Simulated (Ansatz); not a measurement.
# Match the barriers

Saddle point of AlNH4F2, singlet (AlHF₂ ([F][AlH][F]) + NH₃ → AlNH₂F₂ ([NH2][Al]([F])[F]) + H₂; bonds formed: H2–H5; dative contacts that become bonds: Al1–N6; bonds broken: Al1–H2, H5–N6), PBE0-D4/def2-TZVP structure:

```tsv
atom	x (Å)	y (Å)	z (Å)
Al1	-0.5304	-0.6965	0.1050
H2	-1.0902	0.5424	-1.0468
F3	-0.1909	-2.0669	-0.7381
F4	-1.5535	-0.7083	1.3921
H5	-0.2045	0.8561	-0.6794
N6	0.8539	0.5397	0.2031
H7	1.7526	0.3730	-0.2304
H8	0.9631	1.1605	0.9944
```

Program: Ansatz 0.2.0. Basis: def2-TZVPP, with def2-QZVPP for the basis limit. Cores are frozen in the correlated methods. B3LYP uses VWN-RPA correlation. Extrapolation: Hartree–Fock as exp(−7.88 √X), correlation as X^−2.97. Four methods, as single points on the PBE0-D4 structures, gave these electronic barriers from the start structure: 125.8, 145.2, 155.2, 198.7 kJ/mol.

Question: The methods were, in alphabetical order, B3LYP-D4, CCSD(T), HF, PBE-D4. Which gave which? (A judgement: the text doesn't fix the answer.)

Answer: The calculation gives: PBE-D4 125.8; B3LYP-D4 145.2; CCSD(T) 155.2; HF 198.7 kJ/mol. For comparison, CCSD(T) at an estimated basis limit (MP2 extrapolated from triple and quadruple zeta, plus CCSD(T) − MP2 in triple zeta) gives 153.6 kJ/mol.

No T1 diagnostic of these runs exceeds 0.013.

The step is the kind of exchange with an N–H group that builds nitride films in atomic layer and chemical vapour deposition.

Labels in which every atom is bracketed show which atoms are joined, not bond orders.

For scale, one of the runs: CCSD(T)/def2-TZVPP, 191 basis functions, launched by `ansatz run in.yaml --threads 2 --pin off --events-out ev --progress --plain --max-ram 4352MiB`. Time: 64 s of wall clock on 2 CPU threads of an Arm Neoverse V1; the host was shared. Peak host memory: 2.2 GiB.
